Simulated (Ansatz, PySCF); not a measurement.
FH2O3Ta, multiplicity 1. Atoms are numbered in the order given.

```xyz
7

Ta     0.0114    -0.0113     0.0000
O      1.7403     0.0550     0.0000
F     -0.5111    -1.8372     0.0000
O     -0.6119     0.8902    -1.5619
H     -0.1836     1.3374    -2.3010
O     -0.6119     0.8902     1.5619
H     -0.1836     1.3374     2.3010
```

Geometry: B3LYP-D3(BJ)/def2-SVP. The multiplicity is an assumed one; no other spin state was optimised. The structure was generated by enumeration; whether it is a known compound was not checked. The def2 effective core potentials stand for the cores of Ta; spin–orbit coupling is left out. One conformer was computed; it need not be the lowest.

Vertical ionisation energy (IE) and electron affinity (EA) in eV. Rows of orbital energies are one-electron estimates. Where ΔSCF, EOM or ADC give a negative EA the extra electron is unbound and the value depends on the basis.

```tsv
level	IE	EA
−ε(HOMO), −ε(LUMO), HF/def2-TZVP (PySCF)	13.29	-1.81
−ε(HOMO), −ε(LUMO), PBE/def2-TZVP (PySCF)	7.86	1.53
ΔSCF, PBE0/def2-SVPD (Ansatz), final states of multiplicity 2 and 2	11.74	-0.53
ΔSCF, PBE/def2-SVPD (Ansatz), final states of multiplicity 2 and 2	11.37	-0.37
```

Q: What vertical singlet–triplet gap does ΔSCF give with PBE0/def2-SVPD (Ansatz, a first-principles code) and with PBE/def2-SVPD (Ansatz)? (The exact figures need the calculation; the answer reports its results.)

A: 6.04 and 6.32 eV (triplet above singlet where positive).
